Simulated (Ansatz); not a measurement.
Input file for Ansatz (an electronic-structure program): U-CCSD(T)/cc-pVDZ on C2H5Ga (SMILES C=[CH][GaH2]), a point of a bond scan (R = 2.174 Å). The run froze 16 orbitals, filled d shells among them.

Ansatz 0.2 input:
```yaml
crystal:
  periodic: [false, false, false]
  atoms:
    - {symbol: Ga, position_ang: [-0.08715066, 0.10104622, 0.73305918]}
    - {symbol: H, position_ang: [-0.76539925, 1.51896569, 0.78932898]}
    - {symbol: H, position_ang: [0.22794711, -0.70697670, 2.04227001]}
    - {symbol: C, position_ang: [0.34544064, -0.60894069, -1.04139596]}
    - {symbol: C, position_ang: [0.07372601, 0.08545312, -2.14907111]}
    - {symbol: H, position_ang: [0.81534456, -1.58265613, -1.15772427]}
    - {symbol: H, position_ang: [0.53298755, -0.65627108, -4.14057371]}
    - {symbol: H, position_ang: [-0.39457853, 1.06456870, -2.11108447]}
basis:
  gaussian:
    orbitals: cc-pVDZ
correlation: {method: ccsd_t, electrons: outside_noble_gas}
scf: {omitted_lower_state_checks: [cluster_reference]}
magnetization: {spin_polarized: true, initial_magnetization: 0}
```

Output:

```
WARN ansatz: RAYON_NUM_THREADS=1 ignored (pool sized by the plan → 1); use --threads N
Functional definition: HF
these checks for a lower state are left out or cut short: cluster_reference
integrals: 0.11 GiB planned
801 factors; integrals over basis functions are off by at most 1.4e-3 eV
mean field: 0.35 GiB planned
mean field evaluation 1: about -54465.5311 eV, gradient 1.5e1 eV
mean field evaluation 2: about -54465.6130 eV, gradient 1.5e1 eV
mean field evaluation 4: about -54467.3900 eV, gradient 2.1e0 eV
mean field evaluation 8: about -54467.4446 eV, gradient 2.8e-1 eV
mean field evaluation 16: about -54468.6247 eV, gradient 2.0e0 eV
mean field evaluation 32: about -54468.6635 eV, gradient 6.4e-1 eV
mean field evaluation 64: about -54468.2133 eV, gradient 4.9e0 eV
mean field evaluation 96: about -54465.4754 eV, gradient 1.5e-4 eV
mean field -54468.75087898 eV, -2001.6896745570 hartree, gradient 2.8e-6 eV, S^2 1.014939; 6 other end points of the search recorded, 0 dependent functions left out
16 core orbitals not correlated
reference -54468.75087898 eV, -2001.6896745570 hartree; 8, 8 occupied and 56, 56 virtual orbitals, 801 factors
second order -8.09016670 eV of doubles, -0.00000000 eV of singles
coupled cluster: 0.27 GiB planned
cycle   1  -8.85203254 eV  change   -7.6e-1 eV  update   1.0e-1
cycle   2  -9.32061965 eV  change   -4.7e-1 eV  update   5.2e-2
cycle   3  -9.48644349 eV  change   -1.7e-1 eV  update   3.8e-2
cycle   4  -9.58238102 eV  change   -9.6e-2 eV  update   2.6e-2
cycle   5  -9.61592550 eV  change   -3.4e-2 eV  update   1.6e-2
cycle   6  -9.65682925 eV  change   -4.1e-2 eV  update   1.4e-2
cycle   7  -9.72590187 eV  change   -6.9e-2 eV  update   1.1e-2
cycle   8  -9.75114361 eV  change   -2.5e-2 eV  update   5.5e-3
cycle   9  -9.76007758 eV  change   -8.9e-3 eV  update   2.3e-3
cycle  10  -9.76229129 eV  change   -2.2e-3 eV  update   9.3e-4
cycle  11  -9.76245057 eV  change   -1.6e-4 eV  update   4.8e-4
cycle  12  -9.76231357 eV  change    1.4e-4 eV  update   2.2e-4
cycle  13  -9.76207753 eV  change    2.4e-4 eV  update   9.3e-5
cycle  14  -9.76205645 eV  change    2.1e-5 eV  update   3.4e-5
cycle  15  -9.76209656 eV  change   -4.0e-5 eV  update   1.4e-5
cycle  16  -9.76210586 eV  change   -9.3e-6 eV  update   6.8e-6
coupled cluster: 0.27 GiB planned
perturbative correction -0.44192910 eV, -0.0162405949 hartree
WARN: the results are in doubt because among natural orbitals full CI differs from the method by -0.084 eV
Total energy: -54478.95491394 eV, -2002.0646659253 hartree
In doubt: among natural orbitals full CI differs from the method by -0.084 eV
Checks for a lower state left out: cluster_reference
```

The calculation finished and met its thresholds. Its determinant has ⟨S²⟩ = 1.01, a mixture of spin states.

Warnings raised: large difference.

Cost: around 9 core-seconds (rough).
